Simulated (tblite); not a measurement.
Parent: `[SiH3:1][SiH2:2][SiH:3]([SiH3:4])[SiH3:5]` with Si1–Si2–Si3–Si4 -159°, Si5H12.

The geometries are computed with GFN2-xTB (gas phase). One conformer each, not checked by frequencies here.

```json
{"coordinate of the parent": "Si1–Si2", "value": "2.313 Å"}
{"coordinate of the parent": "Si2–Si3", "value": "2.340 Å"}
{"coordinate of the parent": "Si3–Si4", "value": "2.328 Å"}
{"coordinate of the parent": "Si3–Si5", "value": "2.326 Å"}
{"coordinate of the parent": "Si1–Si2–Si3", "value": "117.5°"}
{"coordinate of the parent": "Si2–Si3–Si4", "value": "114.5°"}
{"coordinate of the parent": "Si2–Si3–Si5", "value": "112.1°"}
{"coordinate of the parent": "Si4–Si3–Si5", "value": "112.8°"}
```

Task: How does the shared frame change in `[SiH3:1][CH2:2][SiH2:3][Si@@H:4]([SiH3:5])[SiH2:6][SiH3:7]` with Si1–C2–Si3–Si4 -175°, C2–Si3–Si4–Si5 -104°, Si3–Si4–Si6–Si7 54°, CH16Si6? Atoms pair as Si1 = Si7, Si2 = Si6, Si3 = Si4, Si4 = Si5, Si5 = Si3 (parent first).

Result: 
```tsv
parent	relative	value in the relative	change
Si1–Si2	Si7–Si6	2.313 Å	0.000
Si2–Si3	Si6–Si4	2.342 Å	+0.002
Si3–Si4	Si4–Si5	2.328 Å	0.000
Si3–Si5	Si4–Si3	2.332 Å	+0.006
Si1–Si2–Si3	Si7–Si6–Si4	117.3°	-0.2
Si2–Si3–Si4	Si6–Si4–Si5	113.5°	-1.0
Si2–Si3–Si5	Si6–Si4–Si3	111.6°	-0.5
Si4–Si3–Si5	Si5–Si4–Si3	114.2°	+1.4
```

Of the parent's bonds, Si3–Si5 changes most (+0.006 Å). Bonds of the relative outside the shared frame: Si1–C2 1.897, C2–Si3 1.905 Å. Point group C1 → C1.
